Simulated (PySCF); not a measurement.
C2H6BO3, SMILES COB([O])OC, multiplicity 2. Atoms are numbered in the order given.

```xyz
12

C      0.7281     2.1003     0.0000
O      0.7010     0.6941     0.0000
B     -0.4593    -0.0185     0.0000
O     -1.6484     0.6630     0.0000
O     -0.4871    -1.3681     0.0000
C      0.6913    -2.1351     0.0000
H      0.2348     2.5167    -0.8939
H      0.2348     2.5167     0.8939
H      1.7791     2.4207     0.0000
H      0.7073    -2.7805    -0.8921
H      0.7073    -2.7805     0.8921
H      1.5930    -1.5043     0.0000
```
Charge 0, spin multiplicity 2.

Geometry optimised at PBE0-D3(BJ)/def2-SVP. The isomer is the one that the SMILES or the coordinates give; other isomers of the formula were not compared. One conformer was computed; it need not be the lowest.

Two levels are set side by side: PBE/pcH-1 (PySCF) and PBE0/pcH-1 (PySCF). Contact hyperfine couplings, same geometry. Differences are taken from unrounded values.

| quantity | PBE0 | PBE | PBE minus PBE0 |
|---|---|---|---|
| A(iso) of 13C, atom C1 (MHz) | 5.9 | 7.5 | 1.6 |
| A(iso) of 17O, atom O2 (MHz) | 2.1 | 2.8 | 0.7 |
| A(iso) of 11B, atom B3 (MHz) | -33.2 | -28.4 | 4.8 |
| A(iso) of 17O, atom O4 (MHz) | -42.3 | -27.1 | 15.3 |
| A(iso) of 17O, atom O5 (MHz) | -22.8 | -20.5 | 2.3 |
| A(iso) of 13C, atom C6 (MHz) | 4.0 | 4.9 | 0.9 |
| A(iso) of 1H, atom H7 (MHz) | -0.7 | -0.9 | -0.1 |
| A(iso) of 1H, atom H8 (MHz) | -0.7 | -0.9 | -0.1 |
| A(iso) of 1H, atom H9 (MHz) | -2.1 | 0.3 | 2.5 |
| A(iso) of 1H, atom H10 (MHz) | 0.7 | 1.7 | 1.1 |
| A(iso) of 1H, atom H11 (MHz) | 0.7 | 1.7 | 1.1 |
| A(iso) of 1H, atom H12 (MHz) | -0.5 | 0.0 | 0.5 |

Rough cost on one machine, each run with all the roots and properties that it gave: PBE0 against PBE within a factor of 2.
